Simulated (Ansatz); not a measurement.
Mulliken charges of CH2BNO (`BN=C=O`) from r2SCAN/def2-TZVPP in Ansatz (PBE0-D4/def2-TZVP geometry).

```csv
atom,x (Å),y (Å),z (Å),charge (e)
B1,-0.470,0.955,-0.145,0.022
N2,0.227,-0.198,0.250,-0.110
C3,0.669,-1.309,0.214,0.298
O4,1.129,-2.375,0.246,-0.206
H5,-1.049,0.959,-1.191,-0.002
H6,-0.465,1.904,0.579,-0.001
```

**Question.** By hand: the dipole of these point charges (1 e Å = 4.8032 D).

**Answer.** Σ q r = (-0.066, 0.138, -0.016) e Å, of length 0.154 e Å = 0.74 D.

**Question.** How does the dipole of the full density compare? (Best estimate.)

**Answer.** The calculation gave: (-0.090, 0.162, -0.042) e Å, 0.91 D; the point charges give 0.81 times that, at 8° from its direction.

Point charges leave out the atoms' own dipoles, such as those of lone pairs, and Mulliken's split depends on the basis, so the two needn't agree.
